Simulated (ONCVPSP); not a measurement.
vanadium ONCV: all-electron and pseudo phase curves

vanadium (V), optimised norm-conserving Vanderbilt (ONCV), made with ONCVPSP 4.0.1 (LDA (Perdew-Wang 92), scalar-relativistic). Core [Ne] 3s2, reference 3p6 3d3 4s2. Waves: 4s: rc 2.95 bohr, ncon 4, nbas 8, qcut 2.4 1/bohr, 2 projectors, debl 1 Ha; 3p: rc 1.05 bohr, ncon 4, nbas 8, qcut 6.8 1/bohr, 2 projectors, debl 2.7 Ha; 3d: rc 2.25 bohr, ncon 4, nbas 8, qcut 7.7 1/bohr, 2 projectors, debl 1.4 Ha. Local part: polynomial inside 1.05 bohr (lpopt 4, dvloc0 4 Ha). Core correction: Teter function, fcfact 3.5, rcfact 1.45.

The phase is arctan(r·R′/R) of the radial function R(r), unwrapped; energies in Ha, scanned from -3 to 5 Ha. A pole is an energy at which the radial function vanishes at the test radius. The pseudo phase is shifted by a multiple of π to meet the all-electron one at the reference energy, and phase errors are pseudo minus all-electron; the curves can meet again beyond the range given. Levels narrower than the energy grid can be missing from the lists of poles. n/a: not evaluated, since a narrow level or a reset projector energy made the automatic matching unsafe.

**Question.** For each channel, where are the poles, and over which energies does the pseudopotential scatter like the atom?

**Answer.**

| channel | radius (bohr) | reference energy (Ha) | poles, all-electron | poles, pseudo | unbroken range about the reference energy with phases within 0.05 rad | phase error 1 Ha above the reference energy (rad) |
| --- | --- | --- | --- | --- | --- | --- |
| s | 2.99 | -0.18 | 0.52, 3.63 | 0.51, 3.52 | n/a | n/a |
| p | 1.06 | -1.62 | 2.18 | 2.18 | the whole range | -0.000 |
| d | 2.29 | -0.20 | -0.00, 3.05 | -0.00, 3.09 | below 4.3 | +0.001 |

Note: no bound ghost flagged; GHOST(+) flagged for s at 15.6 eV.

Phases in the p channel:

```json
{"E (Ha)": "-2.98", "all-electron": "-0.344", "pseudo": "-0.344"}
{"E (Ha)": "-2.54", "all-electron": "-0.644", "pseudo": "-0.644"}
{"E (Ha)": "-2.10", "all-electron": "-0.878", "pseudo": "-0.878"}
{"E (Ha)": "-1.66", "all-electron": "-1.049", "pseudo": "-1.049"}
{"E (Ha)": "-1.22", "all-electron": "-1.174", "pseudo": "-1.174"}
{"E (Ha)": "-0.78", "all-electron": "-1.267", "pseudo": "-1.267"}
{"E (Ha)": "-0.34", "all-electron": "-1.339", "pseudo": "-1.339"}
{"E (Ha)": "0.10", "all-electron": "-1.397", "pseudo": "-1.397"}
{"E (Ha)": "0.54", "all-electron": "-1.444", "pseudo": "-1.444"}
{"E (Ha)": "0.98", "all-electron": "-1.484", "pseudo": "-1.484"}
{"E (Ha)": "1.42", "all-electron": "-1.519", "pseudo": "-1.519"}
{"E (Ha)": "1.86", "all-electron": "-1.550", "pseudo": "-1.550"}
{"E (Ha)": "2.30", "all-electron": "-1.578", "pseudo": "-1.578"}
{"E (Ha)": "2.74", "all-electron": "-1.605", "pseudo": "-1.605"}
{"E (Ha)": "3.18", "all-electron": "-1.630", "pseudo": "-1.630"}
{"E (Ha)": "3.62", "all-electron": "-1.655", "pseudo": "-1.655"}
{"E (Ha)": "4.06", "all-electron": "-1.680", "pseudo": "-1.680"}
{"E (Ha)": "4.50", "all-electron": "-1.706", "pseudo": "-1.706"}
{"E (Ha)": "4.94", "all-electron": "-1.733", "pseudo": "-1.734"}
```
